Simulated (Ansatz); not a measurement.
`[CH3][Ge][Br]` + HCl → `[Cl][Ge][Br]` + CH₄ at 700 K and 1 bar (ligand exchange at a Ge–C bond).

Isolated molecules relaxed with PBE0-D4/def2-TZVP in Ansatz; ΔE leaves out vibrations. CBS: MP2 limit from def2 TZ/QZ plus the TZ coupled-cluster correction, frozen cores. This one scheme is used for every species. For Br, Ge outer-core shells are correlated without core-valence functions, which leaves a few kJ/mol of doubt a bond. Scalar relativity is left out up to krypton.

```csv
species,CCSD(T)/CBS energy (Eh),H − E (kJ/mol),S (J/(mol·K))
`[CH3][Ge][Br]`,-4689.31568,144.2,392.4
HCl,-460.38127,38.4,211.8
`[Cl][Ge][Br]`,-5109.28758,41.3,360.9
CH₄,-40.46206,145.9,224.0
```

H − E and S are ideal-gas, rigid-rotor, harmonic terms from PBE0-D4/def2-TZVP. 1 Eh = 2625.50 kJ/mol, R = 8.31446 J/(mol·K).

Task: By hand: ΔE, ΔH, ΔS and ΔG.

Result: ΔE = (-5109.28758) + (-40.46206) − (-4689.31568) − (-460.38127) = -0.05269 Eh = -138.3 kJ/mol. Δ(H − E) = 41.3 + 145.9 − 144.2 − 38.4 = 4.6, so ΔH = -133.7 kJ/mol. ΔS = 360.9 + 224.0 − 392.4 − 211.8 = -19.3 J/(mol·K). ΔG = -133.7 − 700 × (-19.3)/1000 = -120.2 kJ/mol.

Task: By hand: the equilibrium constant, and the temperature at which ΔG would vanish if ΔH and ΔS stayed fixed.

Result: log₁₀ K = −ΔG/(RT ln 10) = 9.0. ΔG = 0 at ΔH/ΔS = 6927 K, far beyond where these terms or the molecules hold.

ΔH outweighs TΔS. A doubt of 5 kJ/mol in ΔE shifts log₁₀ K by 0.4 here. These are equilibria of isolated gas molecules and say nothing of rates. Largest T1 diagnostic: 0.011 (customary marks: 0.02 for closed shells, 0.045 for open ones).
